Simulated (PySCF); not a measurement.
```xyz
3
charge 0 multiplicity 2, angstrom
Sb    0.0000    0.0000   -0.3595
S     1.9748    0.0000    0.6797
S    -1.9748    0.0000    0.6797
```

These are results of UPBE0 in PySCF with Sb def2-TZVP with ECP28, S def2-TZVP; scalar-relativistic core potentials, no spin–orbit coupling; density-fitted integrals, not measurements.

This geometry of SbS2 is a stationary point at this level.

Q: What is the point group?

A: C2v.

Q: Is it a minimum?

A: Yes: all harmonic wavenumbers are real.

Q: List the harmonic modes with their infrared intensities.

A: 
```
symmetry  ω (cm⁻¹)  IR (km/mol)     type
      a1       127          2.6     bend
      b2       417          3.0  stretch
      a1       436          2.1  stretch
```

Q: Give the atomic charges and bond orders.

A: 
```json
{"atom": "Sb1", "Mulliken": "0.71", "Löwdin": "0.11", "polar tensor": "0.38", "spin (Mulliken)": "0.16", "Mayer order to Sb1": "–"}
{"atom": "S2,3", "Mulliken": "-0.35", "Löwdin": "-0.06", "polar tensor": "-0.19", "spin (Mulliken)": "0.42", "Mayer order to Sb1": "1.75"}
```
Other Mayer orders above 0.3: S–S 0.33.

Q: Give the ideal-gas entropy at 298.15 K and 1 bar by parts.

A: translation 174.0, rotation 105.2, vibration 19.8, spin 5.8; total 304.7 J/(mol K).

In C2v the vibrations span 2a1 + b2. Here b1 is antisymmetric to the molecular plane and b2 lies in it.

Other isomers or separated fragments may lie lower. No spin–orbit coupling is included, which matters more the heavier the element.
